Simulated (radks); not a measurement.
Results of a calculation; reference values are marked as such.
The cadmium ion Cd4+, configuration [Kr] 4d8.

Level of theory: scalar-relativistic Kohn-Sham, PBE, spin-polarised, spherical densities, finite nucleus; open shells are filled with parallel spins first (spin-orbit coupling, left out, can overturn this in heavy ions); Fermi nuclear charge, rms radius 4.6087 fm (a radial shooting solver on a logarithmic mesh with Libxc functionals).

Energy parts (eV):
| part | energy |
|---|---|
| total | -152117.244 |
| kinetic | 158289.630 |
| electron-nucleus | -365413.309 |
| Hartree | 59158.786 |
| exchange-correlation | -4152.352 |

Orbitals (lengths in bohr, moments of r in powers of bohr; r(90%) holds 90 % of the orbital's charge):
orbital  occ.  eigenvalue (eV)      <r^4>  r(90%)
1s down     1        -26579.65  4.065e-06  0.0546
1s up       1        -26579.65  4.065e-06  0.0546
2s up       1        -3993.568  0.0007173   0.203
2s down     1        -3993.098  0.0007172   0.203
2p up       3        -3589.139  0.0005148   0.187
2p down     3        -3588.782  0.0005147   0.187
3s up       1        -789.1061    0.03298   0.527
3s down     1        -788.8781    0.03294   0.527
3p up       3        -656.4575    0.03514   0.537
3p down     3        -656.1950    0.03509   0.537
3d up       5        -448.9553    0.03306   0.529
3d down     5        -448.5397    0.03299   0.528
4s up       1        -160.2917      1.093    1.26
4s down     1        -158.5395      1.092    1.26
4p up       3        -120.8409      1.581    1.38
4p down     3        -119.0520      1.586    1.39
4d up       5         -63.3206      4.110    1.76
4d down     3         -61.5919      4.240    1.78

The highest occupied level is 4d down at -61.592 eV. The density falls to 0.001 e/bohr^3 at r = 2.85 bohr. Spin moment in Bohr magnetons: 2.
